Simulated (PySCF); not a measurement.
B2H4O, SMILES BOB.

Coordinates come from a B3LYP-D3(BJ)/def2-TZVP optimisation.

Calculation: PBE/def2-TZVPD in PySCF.

The molecule is in vacuum.

Computed frontier levels, gap, dipole moment and polarisability:
The highest occupied level comes out as -7.52 eV and the lowest empty level comes out as -1.84 eV. The orbital gap comes out as 5.68 eV. The dipole moment is 0.00 D. The quadrupole, principal values (traceless, Buckingham form, about the centre of nuclear charge) is -1.64, 0.82, 0.82 D·Å and the mean static polarisability is 38.9 bohr³ (5.77 Å³). The polarisability, principal values is 30.6, 30.6, 55.7 bohr³.
